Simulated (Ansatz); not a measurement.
BaF2, charge +1, doublet, geometry from GFN2-xTB (such geometries of metal compounds can be far from the true shape) (a state made from the parent by changing its charge; the spin is typed, not shown lowest) (core potentials on Ba); PBE/def2-SV(P) (Ansatz, an electronic-structure program).

Input for Ansatz:
Ansatz 0.2 input:
```yaml
crystal:
  periodic: [false, false, false]
  atoms:
    - {symbol: Ba, position_ang: [0.24590841, 0.26552384, 0.24588166]}
    - {symbol: F, position_ang: [-0.97404067, 0.32198571, -1.79572242]}
    - {symbol: F, position_ang: [-0.55605609, -1.97413404, 0.26579212]}
basis:
  gaussian:
    orbitals: def2-SV_P_.json
hamiltonian:
  xc: pbe
total_charge: 1
magnetization: {spin_polarized: true, initial_magnetization: 1}
```
The basis file holds def2-SV(P) in the JSON format of the Basis Set Exchange.

Task: Predict the main parts of the log of this Ansatz run.

Result: 
```
Functional definition: PBE
559 factors; their error is unknown
mean field evaluation 1: about -6089.6105 eV, gradient 7.7e1 eV
mean field evaluation 2: about -5403.6419 eV, gradient 2.4e2 eV
mean field evaluation 4: about -6111.7678 eV, gradient 7.1e0 eV
mean field evaluation 8: about -6111.7678 eV, gradient 7.1e0 eV
mean field evaluation 16: about -6112.0392 eV, gradient 8.6e-6 eV
mean field evaluation 32: about -6111.5686 eV, gradient 2.4e0 eV
mean field evaluation 64: about -6111.7160 eV, gradient 8.7e-6 eV
mean field evaluation 96: about -6111.7192 eV, gradient 9.8e-2 eV
mean field evaluation 128: about -6111.4183 eV, gradient 1.1e-1 eV
mean field -6112.03917014 eV, -224.6132966136 hartree, gradient 8.8e-6 eV, S^2 0.754233; 15 other end points of the search recorded, 0 dependent functions left out
reference -6112.03924144 eV, -224.6132992338 hartree; 14, 13 occupied and 44, 45 virtual orbitals, 559 factors
Total energy: -6112.03924144 eV, -224.6132992338 hartree
```
